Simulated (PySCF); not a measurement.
Isomers of C5H9NSi, mass 111.050 u with the commonest isotopes. Method: PBE0-D3(BJ)/def2-SVP geometry optimisation, gas phase (PySCF). One conformer each, none proved a minimum here; rigid rotors.

Problem. Order these by rotational constant B, smallest first.
A. `[H]/[N:1]=[CH:2]\[C@H:3]1[CH:4]=[CH:5][CH2:6][SiH2:7]1` with N1–C2–C3–C4 -17°, C2–C3–C4–C5 110°, C4–C5–C6–Si7 8°, C5–C6–Si7–C3 -12°, C2–C3–Si7–C6 -109°
B. `[CH2:1]=[N:2][Si@@H:3]([CH3:4])[C:5]#[C:6][CH3:7]` with C1–N2–Si3–C4 124°
C. `[CH:1]#[C:2][C@H:3]1[CH2:4][CH2:5][SiH2:6][NH:7]1` with C2–C3–C4–C5 79°, C3–C4–C5–Si6 36°, C4–C5–Si6–N7 -16°, C5–Si6–N7–C3 -10°
D. `[CH:1]#[C:2][Si:3]1([NH:4][CH3:5])[CH2:6][CH2:7]1` with C2–Si3–N4–C5 -69°
E. `[CH:1]#[C:2][C@@H:3]1[CH2:4][CH2:5][Si@H:6]1[NH2:7]` with C5–Si6–N7–H -160° and 46°, C2–C3–C4–C5 -151°, C3–C4–C5–Si6 26°, C4–C5–Si6–N7 -144°, C2–C3–Si6–C5 142°

Solution. B (1088 MHz), E (1580 MHz), C (1686 MHz), A (1911 MHz), D (1995 MHz).

Problem. Order these by rotational constant A, largest first.
A. `[CH:1]#[C:2][C@@H:3]1[CH2:4][C@H:5]1[SiH2:6][NH2:7]` with C4–C5–Si6–N7 45°, C5–Si6–N7–H -136° and 83°
B. `[CH:1]#[C:2][C@@H:3]1[CH2:4][CH2:5][Si@H:6]1[NH2:7]` with C5–Si6–N7–H -160° and 46°, C2–C3–C4–C5 -151°, C3–C4–C5–Si6 26°, C4–C5–Si6–N7 -144°, C2–C3–Si6–C5 142°
C. `[CH:1]#[C:2][Si:3]1([NH:4][CH3:5])[CH2:6][CH2:7]1` with C2–Si3–N4–C5 -69°
D. `[CH:1]#[C:2][C@H:3]1[CH2:4][CH2:5][SiH2:6][NH:7]1` with C2–C3–C4–C5 79°, C3–C4–C5–Si6 36°, C4–C5–Si6–N7 -16°, C5–Si6–N7–C3 -10°

Solution. A (5036 MHz), D (3672 MHz), B (3386 MHz), C (2297 MHz).

Problem. Order these by dipole moment, largest first.
A. `[CH:1]#[C:2][Si:3]1([NH:4][CH3:5])[CH2:6][CH2:7]1` with C2–Si3–N4–C5 -69°
B. `[CH2:1]=[N:2][Si@@H:3]([CH3:4])[C:5]#[C:6][CH3:7]` with C1–N2–Si3–C4 124°
C. `[CH:1]#[C:2][C@H:3]1[CH2:4][CH2:5][SiH2:6][NH:7]1` with C2–C3–C4–C5 79°, C3–C4–C5–Si6 36°, C4–C5–Si6–N7 -16°, C5–Si6–N7–C3 -10°
D. `[H]/[N:1]=[CH:2]\[C@H:3]1[CH:4]=[CH:5][CH2:6][SiH2:7]1` with N1–C2–C3–C4 -17°, C2–C3–C4–C5 110°, C4–C5–C6–Si7 8°, C5–C6–Si7–C3 -12°, C2–C3–Si7–C6 -109°
E. `[CH:1]#[C:2][C@@H:3]1[CH2:4][CH2:5][Si@H:6]1[NH2:7]` with C5–Si6–N7–H -160° and 46°, C2–C3–C4–C5 -151°, C3–C4–C5–Si6 26°, C4–C5–Si6–N7 -144°, C2–C3–Si6–C5 142°
F. `[CH:1]#[C:2][C@@H:3]1[CH2:4][C@H:5]1[SiH2:6][NH2:7]` with C4–C5–Si6–N7 45°, C5–Si6–N7–H -136° and 83°

Solution. D (2.73 D), E (2.09 D), F (1.54 D), A (1.33 D), B (1.03 D), C (0.47 D).

```csv
SMILES,point group,Ia (u·Å²),Ib (u·Å²),Ic (u·Å²),κ,μa (D),μb (D),μc (D)
C#C[C@@H]1CC[Si@H]1N,C1,149.27,319.82,431.46,-0.63,1.76,0.67,0.92
C#C[C@H]1CC[SiH2]N1,C1,137.64,299.73,330.84,-0.85,0.38,0.21,0.18
C=N[Si@@H](C)C#CC,C1,147.83,464.68,575.87,-0.83,0.83,0.15,0.59
[H]/N=C\[C@H]1C=CC[SiH2]1,C1,151.31,264.42,334.33,-0.56,2.49,0.40,1.05
C#C[Si]1(NC)CC1,C1,220.04,253.32,411.57,0.44,0.66,1.08,0.43
C#C[C@@H]1C[C@H]1[SiH2]N,C1,100.36,469.19,474.66,-0.99,1.30,0.56,0.60
```
